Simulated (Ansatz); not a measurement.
`[OH][Ga]([Cl])[Br]`, 5 atoms. Total charge 0; spin multiplicity 1. Correlated methods include outer-core shells of Br, Ga, which these sets cover unevenly. Scalar relativity is left out up to krypton. All runs use 4 threads of a server CPU on a shared host. Correlated methods freeze the cores.

(1) Give the basis size and wall time and peak host memory of each of these runs in Ansatz. RKS PBE0-D4/def2-TZVPP energy; RKS ωB97M-V/def2-QZVPP energy; RKS ωB97M-V/def2-SVP energy; RKS PBE0-D4/def2-SVP energy; RKS ωB97M-V/def2-TZVPP energy and forces; RHF-CCSD(T)/def2-SVP energy; RKS PBE-QIDH (frozen core)/def2-TZVPP energy; direct RPA on PBE orbitals/def2-TZVPP energy; RKS PBE0-D4/def2-QZVPP energy; RKS PBE0-D4/def2-TZVP frequencies; RKS B2PLYP (frozen core)/def2-TZVPP energy; RKS PBE0-D4/def2-TZVP relaxation (7 steps). (Best estimate.)

Answers

(1) Ansatz gave: Other jobs shared the machine, so times are rough.

```tsv
level	job	functions	wall time	peak host memory (GiB)
RKS PBE0-D4/def2-SVP	energy	101	0.65 s	0.25
RKS PBE0-D4/def2-TZVPP	energy	183	1.3 s	0.63
direct RPA on PBE orbitals/def2-TZVPP	energy	183	1.6 s	0.37
RKS ωB97M-V/def2-SVP	energy	101	1.9 s	0.35
RKS PBE-QIDH (frozen core)/def2-TZVPP	energy	183	2 s	0.48
RKS B2PLYP (frozen core)/def2-TZVPP	energy	183	2 s	0.47
RHF-CCSD(T)/def2-SVP	energy	101	2.5 s	0.39
RKS PBE0-D4/def2-QZVPP	energy	335	3.4 s	1.4
RKS ωB97M-V/def2-TZVPP	energy and forces	183	3.8 s	0.76
RKS ωB97M-V/def2-QZVPP	energy	335	6.5 s	1.5
RKS PBE0-D4/def2-TZVP	relaxation (7 steps)	170	26 s	0.54
RKS PBE0-D4/def2-TZVP	frequencies	170	38 s	0.54
```
